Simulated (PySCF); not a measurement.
# Correlation energy of Si⁺ (silicon, charge +1)

[Ne] 3s2 3p1, 2P determinant. Computed with PySCF 2.14 in x2c-SVPall, with the spin-free X2C one-electron Hamiltonian (Gaussian nucleus). Frozen: [Ne]; 3 electrons correlated.

MP2 pair energies summed by pair of shells (mhartree):

```tsv
pair	energy	share (%)
3s-3s	-20.77	59.0
3s-3p	-14.44	41.0
```

Total MP2 correlation energy: -35.21 mhartree.

Same-spin part -2.15 and opposite-spin part -33.06 mhartree; SCS-MP2 scales them by 1/3 and 6/5 to -40.39 mhartree.

```tsv
level	correlation energy (mhartree)
CCSD	-52.92
(T)	-0.66
CCSD(T)	-53.58
```

Diagnostics: T1 = 0.011, D1 = 0.0254, largest double amplitude 0.111.

Cost of the coupled-cluster step: 0.08 s of wall time on 1 thread of Neoverse-V1 (shared host), for 3 correlated electrons.
